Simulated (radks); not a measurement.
Excited configurations of the tantalum ion Ta31+: one electron is placed in a higher orbital outside [Kr] 4d5. The ground configuration is [Kr] 4d6. All-electron calculation, scalar-relativistic Kohn-Sham, PBE, spin-polarised, spherical densities, finite nucleus; open shells are filled with parallel spins first (spin-orbit coupling, left out, can overturn this in heavy ions); Fermi nuclear charge, rms radius 5.3507 fm. Program: a radial shooting solver on a logarithmic mesh with Libxc functionals. Excitation = E - E(ground); binding = E(ion) - E, where the ion is the core of charge +32; n* = 32/sqrt(2 binding) in atomic units. These energies are relativistic, and a one-electron ion of charge +32 with no core already has n* below n in this formula (scalar-relativistic equation, point nucleus: 4f 3.997, 5p 4.986, 5d 4.993, 5f 4.996, 6s 5.976, 6p 5.985, 6d 5.992, 6f 5.996, 7s 6.975, 7p 6.985, 7d 6.992, 7f 6.995).

outer orbital  excitation (eV)  binding (eV)     n*  eigenvalue (eV)  <r> (bohr)
4f                      185.24        1079.8  3.592          -1053.3      0.4225
5p                      449.12        815.90  4.132          -802.35      0.7851
5d                      532.67        732.34  4.362          -719.21      0.8147
5f                      616.90        648.12  4.636          -634.89      0.8244
6s                      703.80        561.21  4.982          -553.74       1.177
6p                      738.15        526.87  5.142          -519.68       1.224
6d                      782.13        482.88  5.371          -475.87       1.276
6f                      826.13        438.89  5.634          -431.89       1.310
7s                      875.62        389.40  5.982          -384.06       1.689
7p                      895.91        369.11  6.144          -364.11       1.753
7d                      922.03        342.99  6.373          -338.31       1.827
7f                      948.06        316.96  6.630          -312.34       1.883

The Delta-SCF ionisation energy is 1265.0 eV (NIST Atomic Spectra Database: 1262 eV, theoretical). Self-interaction in the functional shifts the binding energies and quantum defects, so they are the method's values and not measured ones. Open shells are spherical and high-spin; term and fine-structure splittings are not resolved. Spin-orbit splitting is averaged out at the scalar-relativistic level.
